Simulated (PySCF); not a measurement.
trifluoromethoxyethane (C₃H₅F₃O), SMILES C(F)(OCC)(F)F.

The structure is a stationary point at PBE-D3(BJ)/def2-SVP. One conformer was computed; it need not be the lowest.

Calculation: PBE-D3(BJ)/def2-SVP run with PySCF.

Frequencies are harmonic and unscaled.

Computed harmonic wavenumbers and intensities:
```
mode  ν (cm⁻¹)  IR (km/mol)  moving atoms (share of kinetic energy)
----  --------  -----------  --------------------------------------
1           33          0.4                  H 42 %, C 40 %, F 13 %
2          103          2.3          F 39 %, O 25 %, H 22 %, C 13 %
3          184          0.5          F 43 %, C 25 %, O 17 %, H 15 %
4          253          0.4                           H 86 %, C 9 %
5          346          8.3                  C 52 %, H 24 %, F 23 %
6          421          0.2                          F 73 %, O 25 %
7          423          2.9                  F 73 %, C 13 %, O 10 %
8          577          3.8                          F 70 %, C 19 %
9          596          1.4                          F 76 %, O 17 %
10         659          1.1                  F 60 %, O 26 %, C 10 %
11         796          2.1                                  H 92 %
12         818          9.8          F 45 %, O 24 %, H 19 %, C 12 %
13         946         13.2          H 31 %, C 29 %, O 20 %, F 20 %
14        1073         47.0                  C 49 %, O 26 %, H 19 %
15        1092         16.9                   C 53 %, H 36 %, O 8 %
16        1133         20.7                          H 53 %, C 43 %
17        1135        329.5                  C 72 %, F 15 %, H 10 %
18        1219        394.3                          C 68 %, O 19 %
19        1254          4.4                           H 89 %, C 9 %
20        1267        572.5           C 68 %, H 13 %, F 10 %, O 8 %
21        1338         58.6                          H 75 %, C 24 %
22        1388         28.2                          H 60 %, C 36 %
23        1405          7.4                                  H 97 %
24        1429          4.0                                  H 93 %
25        1454          3.5                           H 91 %, C 9 %
26        2970         23.3                                  H 95 %
27        2987          9.2                                  H 97 %
28        3025         13.6                          H 90 %, C 10 %
29        3085         13.1                          H 90 %, C 10 %
30        3085          9.5                           H 91 %, C 9 %
```
